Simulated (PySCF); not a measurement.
A side-by-side comparison of computed properties.

First species: C₄H₇NO₂Si.
Numbering: `[CH2:1]=[C:2]1[CH:3]=[N:4][Si@@H:5]([O:6][CH3:7])[O:8]1` (hydrogens: H9, H10 on C1; H11 on C3; H12 on Si5; H13, H14, H15 on C7)

Second species: C₄H₇NO₂Si.
SMILES: `O1[Si@H](NC=O)C=CC1`

Levels: CAM-B3LYP/def2-SVPD for dipole moment, HOMO energy, LUMO energy, HOMO–LUMO gap, static isotropic polarisability and electronic spatial extent ⟨r²⟩ about the centre of nuclear charge; TDDFT CAM-B3LYP/def2-SVPD for lowest singlet excitation; TDA CAM-B3LYP/def2-SVPD for lowest triplet excitation (Tamm–Dancoff); GFN2-xTB for rotational constant A and rotational constant C. Geometries: GFN2-xTB. Each species is one conformer at its optimised geometry, gas phase, non-relativistic unless stated. Electronic properties by PySCF.

The conformers computed, where there is a choice (atom-mapped SMILES and torsion angles):
- `[CH2:1]=[C:2]1[CH:3]=[N:4][Si@@H:5]([O:6][CH3:7])[O:8]1`: N4–Si5–O6–C7 -93°
- `[O:1]=[CH:2][NH:3][Si@@H:4]1[CH:5]=[CH:6][CH2:7][O:8]1`: O1–C2–N3–Si4 4°, C2–N3–Si4–C5 -82°

**Question.** Which of the two has the higher rotational constant C, and by how much?

**Answer.** The second: 1.000 GHz against 0.993 GHz, a difference of 0.007 GHz.

**Question.** Which of the two has the higher T1 energy, and by how much?

**Answer.** The second: 4.42 eV against 3.29 eV, a difference of 1.13 eV.

**Question.** Which has the higher S1 energy?

**Answer.** The second: 5.70 eV against 4.28 eV, a difference of 1.42 eV.

**Question.** Which has the higher ⟨r²⟩?

**Answer.** The first: 1207 bohr² against 1171 bohr², a difference of 36 bohr².

**Question.** Which has the higher rotational constant A?

**Answer.** The first: 4.850 GHz against 4.461 GHz, a difference of 0.389 GHz.

**Question.** Which has the higher static isotropic polarisability?

**Answer.** The first: 84.2 au against 80.5 au, a difference of 3.7 au.

**Question.** Which has the higher HOMO–LUMO gap?

**Answer.** The second: 9.76 eV against 8.03 eV, a difference of 1.73 eV.

**Question.** Which has the higher LUMO energy?

**Answer.** The second: 0.70 eV against -0.46 eV, a difference of 1.16 eV.

On the first: The polarisability is 12.48 Å³ as a volume (1 au = 0.148185 Å³), or 1.24 au for each of the 68 electrons. The dipole matches unit charges of opposite sign 0.11 Å apart (1 e·Å = 4.8032 D).

On the second: S1 lies 4.06 eV below the HOMO–LUMO gap. The dipole matches unit charges of opposite sign 0.66 Å apart (1 e·Å = 4.8032 D).
